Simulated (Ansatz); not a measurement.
Ge(OH)H3 (GeOH₄). The state is a singlet with charge 0. Geometry PBE-D4/def2-TZVP; atoms count from 1.

Cartesian coordinates in Å:
```
Ge -0.291 0.335 -0.026
O 1.155 -0.706 -0.328
H 1.136 -1.498 0.235
H -0.313 0.800 1.455
H -1.591 -0.452 -0.346
H -0.095 1.521 -0.990
```

(1) Estimate the Mulliken populations from the PBE0/def2-TZVP orbitals of Ansatz.

(2) And the Mayer bond orders between heavy atoms (over 0.3)?

## Answers

(1) 
```json
{"atom": "Ge1", "charge (e)": "0.28"}
{"atom": "O2", "charge (e)": "-0.58"}
{"atom": "H3", "charge (e)": "0.31"}
{"atom": "H4", "charge (e)": "-0.01"}
{"atom": "H5", "charge (e)": "-0.01"}
{"atom": "H6", "charge (e)": "0.01"}
```
Mulliken values depend strongly on the basis.

(2) Ge1–O2 1.02 (1.81 Å).
